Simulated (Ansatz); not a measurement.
tetraarsenic (As4), singlet, geometry from GFN2-xTB; PBE-D3BJATM/3-21G (Ansatz, a quantum-chemistry and plane-wave program).

Ansatz was given this input:
Ansatz 0.2 input:
```yaml
crystal:
  periodic: [false, false, false]
  atoms:
    - {symbol: As, position_ang: [-0.98818600, 0.08569794, -1.07294968]}
    - {symbol: As, position_ang: [0.66338791, 1.29259141, 0.15556555]}
    - {symbol: As, position_ang: [0.99228668, -1.01989496, -0.33205142]}
    - {symbol: As, position_ang: [-0.66748859, -0.35839439, 1.24943554]}
basis:
  gaussian:
    orbitals: 3-21G.json
hamiltonian:
  xc: pbe
  dispersion: d3bjatm
```
The basis file holds 3-21G in the JSON format of the Basis Set Exchange.

### Question
Predict the main parts of the log of this Ansatz run.

### Answer

```
Functional definition: PBE
1084 factors; their error is unknown
mean field evaluation 1: about -242159.2610 eV, gradient 6.4e0 eV
mean field evaluation 2: about -242159.4202 eV, gradient 2.1e0 eV
mean field evaluation 4: about -242159.4391 eV, gradient 1.2e-1 eV
mean field evaluation 8: about -242159.3130 eV, gradient 2.0e-1 eV
mean field evaluation 16: about -242159.3131 eV, gradient 1.8e-6 eV
mean field -242159.31310625 eV, -8899.1906151767 hartree, gradient 1.8e-6 eV, S^2 0.000000; 0 other end points of the search recorded, 0 dependent functions left out
reference -242159.31313503 eV, -8899.1906162344 hartree; 66, 66 occupied and 26, 26 virtual orbitals, 1084 factors
Total energy: -242159.53752120 eV, -8899.1988622741 hartree
```
